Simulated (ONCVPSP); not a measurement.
## Before and after: ONCV potential for Au

- Element: gold
- Generator: ONCVPSP 4.0.1
- Type: optimised norm-conserving Vanderbilt (ONCV)
- Functional: PW91
- Relativity: fully relativistic
- Frozen core: [Kr] 4d10 4f14
- Valence charge: 19
- Reference configuration: 5s2 5p6 5d8 (charge +3)
- Partial waves: 5s: rc 1.55 bohr, ncon 4, nbas 8, qcut 8.4 1/bohr, 2 projectors, debl 0.9 Ha; 5p: rc 1.15 bohr, ncon 4, nbas 7, qcut 7.6 1/bohr, 1 projector; 5d: rc 2.10 bohr, ncon 4, nbas 9, qcut 8.7 1/bohr, 2 projectors, debl 2.2 Ha
- Local potential: polynomial inside 0.70 bohr (lpopt 4, dvloc0 3 Ha)
- Core correction: Teter function fitted to the true core (icmod 2), fcfact 0.35

Open shells are filled in proportion to 2j + 1.

In the s channel the program set the typed energies aside and used -5.309, 0.050 Ha.

Change: d: qcut 10.8.

Cutoffs: the cutoffs (Ha) at which the residual kinetic energy of the hardest occupied pseudo-wave falls to 1 and 0.1 mHa per electron; they do not see the model core or the augmentation charge, which bear on the density cutoff. Errors are all-electron minus pseudo energies relative to the spin-unpolarised reference configuration.

Task: What does the change do?

Result: The potential gets neither clearly harder nor softer (95 Ha and 115 Ha → 95 Ha and 115 Ha); the bound ghosts move from p, s to d, p, s; of the 4 tests that both files solve, the error grows in 4 and shrinks in 0 by more than 15 % and 0.3 meV (median size 2.2 → 7.3 meV).

```tsv
quantity	base	changed
cutoff, loose	95 Ha	95 Ha
cutoff, tight	115 Ha	115 Ha
loose cutoff by channel	s 25 Ha, p 95 Ha, d 22 Ha	s 25 Ha, p 95 Ha, d 29 Ha
bound ghosts	s, p3/2	d3/2, s, p3/2
GHOST(+) flags under 300 eV	p1/2 at 16.8 eV	p1/2 at 16.8 eV
error for 5s2 5p6 5d10 6s1, meV [ΔE -64.77 eV]	+2.0	+7.2
error for 5s2 5p6 5d10, meV [ΔE -55.27 eV]	+2.4	+13
error for 5s2 5p6 5d9, meV [ΔE -33.96 eV]	+0.7	+4.8
error for 5s2 5p6 5d9 6s2, meV [ΔE -63.08 eV]	-6.1	-7.3
s: phases at 1.58 bohr within 0.05 rad from the reference energy up to (Ha; the scan ends near 5)	-3.4	-3.4
p3/2: phases at 1.17 bohr within 0.05 rad from the reference energy up to (Ha; the scan ends near 5)	-1.4	-1.4
p1/2: phases at 1.17 bohr within 0.05 rad from the reference energy up to (Ha; the scan ends near 5)	-0.9	-0.9
d5/2: phases at 2.14 bohr within 0.05 rad from the reference energy up to (Ha; the scan ends near 5)	to the end of the scan	to the end of the scan
d3/2: phases at 2.14 bohr within 0.05 rad from the reference energy up to (Ha; the scan ends near 5)	to the end of the scan	to the end of the scan
rms error of d²Exc/dni dnj with the model core, mHa	4.44	4.44
```

 A true bound ghost makes a file unfit for plane-wave use even where its test errors are small: the radial tests pick states by their node count and pass the ghost by.
